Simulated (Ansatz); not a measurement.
Reaction (atomization): `[OH][GeH]([SiH3])[SH]` → Ge• + 6 H• + O• + S• + Si•

Computed with Ansatz on PBE0-D4/def2-TZVP structures; ΔE is electronic, products minus reactants. CBS: MP2 limit from def2 TZ/QZ plus the TZ coupled-cluster correction, frozen cores. This one scheme is used for every species, atoms too. DFT in def2-TZVPP. No spin–orbit coupling; open shells (•) take unrestricted orbitals. Spin–orbit coupling would lower the free atoms: a little for O, S, Si; clearly for Ge. For Ge outer-core shells are correlated without core-valence functions, so the limit isn't a true one: a few kJ/mol of doubt a bond, and 10 to 20 or more in all where bonds break to atoms. Scalar relativity is left out up to krypton. Each species was taken in one conformer, which may not be the lowest.

```
             level  ΔE (eV)  difference from CCSD(T)/CBS
            PBE-D4    31.07                        -0.19
         r2SCAN-D4    31.15                        -0.11
           PBE0-D4    30.67                        -0.59
              PBE0    30.46                        -0.80
   CCSD/def2-TZVPP    29.97                        -1.29
CCSD(T)/def2-TZVPP    30.42                        -0.84
     HF/def2-QZVPP    22.13                        -9.13
      HF/CBS(def2)    22.14                        -9.12
     MP2/CBS(def2)    31.35                         0.09
    CCSD/CBS(def2)    30.81                        -0.45
       CCSD(T)/CBS    31.26                            0
```

Largest T1 diagnostic among the species: 0.012.

The D4 term adds +0.40 eV with B3LYP and +0.21 eV with PBE0; it sums over pairs of atoms, weighted by their polarisabilities, and B3LYP, whose exchange is more repulsive, gets the larger term. From PBE to PBE0 (25 % exact exchange), in def2-TZVPP and without D4, ΔE moves by −0.37 eV: exact exchange takes away binding that semilocal exchange gives to molecules. In def2-TZVPP, CCSD(T) changes the Hartree–Fock value by +8.31 eV (the triples alone add +0.45 eV) and MP2 by +8.41 eV; breaking electron pairs costs correlation energy, which Hartree–Fock lacks.

B3LYP here is the variant with VWN-RPA as its local correlation; programs differ in this.

For atomizations the MP2-based limit and the directly extrapolated one differ by several kJ/mol either way, and by 10 to 25 for some Ge, Se and Sn compounds, so smaller differences from it don't rank the levels.
